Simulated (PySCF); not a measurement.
ClH3MoO4, SMILES [O]=[Mo]([OH])([OH])([OH])[Cl], multiplicity 1.

Geometry: B3LYP-D3(BJ)/def2-SVP. The spin state was assumed, not searched. The structure was generated by enumeration; whether it is a known compound was not checked. The def2 effective core potentials stand for the cores of Mo; spin–orbit coupling is left out. Other conformers were not sampled.

Method: B3LYP-D3(BJ)/def2-SVP run with PySCF 2.14.0.

Frequencies are harmonic and unscaled.

```json
[
 {"mode": "1", "ν (cm⁻¹)": "53", "IR (km/mol)": "2.0", "moving atoms (share of kinetic energy)": "O 63 %, Cl 27 %"},
 {"mode": "2", "ν (cm⁻¹)": "136", "IR (km/mol)": "74.6", "moving atoms (share of kinetic energy)": "H 61 %, O 29 %"},
 {"mode": "3", "ν (cm⁻¹)": "218", "IR (km/mol)": "1.8", "moving atoms (share of kinetic energy)": "O 49 %, H 25 %, Cl 14 %, Mo 11 %"},
 {"mode": "4", "ν (cm⁻¹)": "236", "IR (km/mol)": "11.1", "moving atoms (share of kinetic energy)": "O 61 %, H 13 %, Mo 13 %, Cl 13 %"},
 {"mode": "5", "ν (cm⁻¹)": "270", "IR (km/mol)": "12.2", "moving atoms (share of kinetic energy)": "O 55 %, H 22 %, Mo 19 %"},
 {"mode": "6", "ν (cm⁻¹)": "282", "IR (km/mol)": "50.1", "moving atoms (share of kinetic energy)": "O 52 %, H 20 %, Cl 18 %, Mo 10 %"},
 {"mode": "7", "ν (cm⁻¹)": "304", "IR (km/mol)": "8.0", "moving atoms (share of kinetic energy)": "O 78 %, Cl 10 %, H 10 %"},
 {"mode": "8", "ν (cm⁻¹)": "324", "IR (km/mol)": "6.5", "moving atoms (share of kinetic energy)": "O 72 %, Cl 12 %, H 9 %"},
 {"mode": "9", "ν (cm⁻¹)": "342", "IR (km/mol)": "48.7", "moving atoms (share of kinetic energy)": "Cl 46 %, O 37 %, Mo 10 %"},
 {"mode": "10", "ν (cm⁻¹)": "412", "IR (km/mol)": "51.8", "moving atoms (share of kinetic energy)": "H 80 %, O 18 %"},
 {"mode": "11", "ν (cm⁻¹)": "436", "IR (km/mol)": "64.8", "moving atoms (share of kinetic energy)": "H 79 %, O 19 %"},
 {"mode": "12", "ν (cm⁻¹)": "604", "IR (km/mol)": "213.8", "moving atoms (share of kinetic energy)": "H 58 %, O 41 %"},
 {"mode": "13", "ν (cm⁻¹)": "661", "IR (km/mol)": "611.4", "moving atoms (share of kinetic energy)": "H 70 %, O 28 %"},
 {"mode": "14", "ν (cm⁻¹)": "674", "IR (km/mol)": "34.3", "moving atoms (share of kinetic energy)": "O 67 %, H 30 %"},
 {"mode": "15", "ν (cm⁻¹)": "737", "IR (km/mol)": "80.3", "moving atoms (share of kinetic energy)": "O 72 %, Mo 15 %, H 13 %"},
 {"mode": "16", "ν (cm⁻¹)": "745", "IR (km/mol)": "47.3", "moving atoms (share of kinetic energy)": "O 53 %, H 27 %, Mo 20 %"},
 {"mode": "17", "ν (cm⁻¹)": "807", "IR (km/mol)": "51.8", "moving atoms (share of kinetic energy)": "H 69 %, O 24 %"},
 {"mode": "18", "ν (cm⁻¹)": "1066", "IR (km/mol)": "154.1", "moving atoms (share of kinetic energy)": "O 84 %, Mo 16 %"},
 {"mode": "19", "ν (cm⁻¹)": "3802", "IR (km/mol)": "219.5", "moving atoms (share of kinetic energy)": "H 94 %"},
 {"mode": "20", "ν (cm⁻¹)": "3807", "IR (km/mol)": "296.6", "moving atoms (share of kinetic energy)": "H 94 %"},
 {"mode": "21", "ν (cm⁻¹)": "3817", "IR (km/mol)": "154.6", "moving atoms (share of kinetic energy)": "H 94 %"}
]
```
